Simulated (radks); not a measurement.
The numbers below are computed, except where a source is named.
Initial-state core-level shifts of the erbium ion Er3+ when its valence configuration changes from [Xe] 4f11. Code: a radial shooting solver on a logarithmic mesh with Libxc functionals. Model: Dirac Kohn-Sham, LDA (Slater exchange, Perdew-Wang correlation), spin-unpolarised, spherical densities, finite nucleus; open shells fill j = l - 1/2 first; Fermi nuclear charge, rms radius 5.2516 fm. Shifts are changes of the shell-averaged eigenvalues in eV (positive: less bound); the change of the density at the nucleus, which sets a Mossbauer isomer shift, is in e/bohr^3, on a base of 8.692e+05.

[
 {"valence": "4f10 6s1", "3s": "-12.784", "3p": "-12.761", "4d": "-11.728", "5p": "-6.356", "density at nucleus": "+132.78"},
 {"valence": "4f9 6p2", "3s": "-29.068", "3p": "-29.015", "4d": "-26.507", "5p": "-14.715", "density at nucleus": "+120.04"},
 {"valence": "4f10 6p1", "3s": "-13.796", "3p": "-13.773", "4d": "-12.745", "5p": "-7.306", "density at nucleus": "+55.20"},
 {"valence": "4f8 6p3", "3s": "-46.031", "3p": "-45.944", "4d": "-41.471", "5p": "-22.523", "density at nucleus": "+189.83"},
 {"valence": "4f10.5 6p0.5", "3s": "-6.705", "3p": "-6.694", "4d": "-6.234", "5p": "-3.638", "density at nucleus": "+26.37"},
 {"valence": "4f9 6s1 6p1", "3s": "-28.099", "3p": "-28.047", "4d": "-25.537", "5p": "-13.824", "density at nucleus": "+207.07"}
]
